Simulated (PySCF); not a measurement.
# Correlation energy of P+ (phosphorus, charge +1)

[Ne] 3s2 3p2, high-spin 3P determinant. Calculation: PySCF 2.14, in x2c-SVPall; scalar relativity by spin-free X2C-1e. Frozen: [Ne]; 4 electrons correlated.

MP2 pair energies summed by pair of shells (mhartree):

```tsv
pair	energy	share (%)
3s-3p	-29.63	59.6
3s-3s	-14.96	30.1
3p-3p	-5.09	10.2
```

Total MP2 correlation energy: -49.68 mhartree.

Same-spin part -8.02 and opposite-spin part -41.66 mhartree; SCS-MP2 scales them by 1/3 and 6/5 to -52.66 mhartree.

```json
{"level": "CCSD", "correlation energy (mhartree)": "-69.72"}
{"level": "(T)", "correlation energy (mhartree)": "-0.95"}
{"level": "CCSD(T)", "correlation energy (mhartree)": "-70.67"}
```

Diagnostics: T1 = 0.0082, D1 = 0.0203, largest double amplitude 0.108.

Task: Is a single reference adequate?

Result: Mostly. T1 lies below 0.03, but a double amplitude of this size points to a near-degeneracy that CCSD handles and MP2 describes poorly.
